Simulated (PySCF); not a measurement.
PbH2, SMILES [PbH2] (connectivity only; charge and spin as stated), neutral, multiplicity 1. Atoms are numbered in the order given.

```xyz
3

Pb     0.0000     0.0000    -0.0312
H      0.0000     1.3153     1.2779
H      0.0000    -1.3153     1.2779
```
Charge 0, spin multiplicity 1.

Coordinates come from a B3LYP-D3(BJ)/def2-TZVPD optimisation. The def2 effective core potentials stand for the cores of Pb; spin–orbit coupling is left out.

Level of theory: PySCF with HF/def2-TZVPD.

Symmetry labels are those of the subgroup C2v that the program uses (full group C2v).

Computed valence orbital energies around the gap with their symmetry:
```tsv
orbital	symmetry	energy (eV)
HOMO−7	A1	-29.68
HOMO−6	A2	-29.52
HOMO−5	B1	-29.43
HOMO−4	B2	-29.35
HOMO−3	A1	-29.09
HOMO−2	A1	-17.46
HOMO−1	B2	-10.49
HOMO	A1	-8.88
LUMO	B1	-0.18
LUMO+1	A1	1.54
LUMO+2	B2	2.23
LUMO+3	A1	2.77
```
